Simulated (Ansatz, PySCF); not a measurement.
Pulling on the B1–H3 bond in ammonia borane (SMILES [BH3-][NH3+]) (multiplicity 1 held, fragments rigid). Energies count from the point at 1.208 Å.
Geometry at that point (charge 0, multiplicity 1):
```xyz
8

B     -0.920     0.132    -0.020
N      0.721    -0.103     0.015
H     -1.325    -0.622    -0.873
H     -1.062     1.299    -0.298
H     -1.299    -0.150     1.093
H      0.945    -1.067     0.244
H      1.158     0.494     0.711
H      1.137     0.110    -0.886
```

R- and RO- levels are restricted; in cc, def2 and unpolarised 6-31G sets they are followed outwards from rest. Active spaces are followed from a long bond inwards. Curves can end on different states.

Cores are frozen in the correlated methods. Rows in 6-31G* carry no dispersion term and start afresh at each structure (6-31G* with six Cartesian d functions).

Run with Ansatz (an electronic-structure program); PySCF for 6-31G* rows. 

**Question.** Give the energy at R = 3.866 Å at the level R-wB97X-V/cc-pVTZ.

**Answer.** 141.0 kcal/mol

**Question.** What is the computed energy at R = 3.866 Å (R-B3LYP/6-31G*)?

**Answer.** 131.3 kcal/mol

**Question.** Predict the energy at R = 3.866 Å from FIC-MRCISD on CASSCF(2,2)/cc-pVTZ.

**Answer.** 104.7 kcal/mol

Doubts at one or more of the structures used: a restricted determinant that unrestricted orbitals would lower (R-B3LYP/6-31G*, R-wB97X-V/cc-pVTZ).
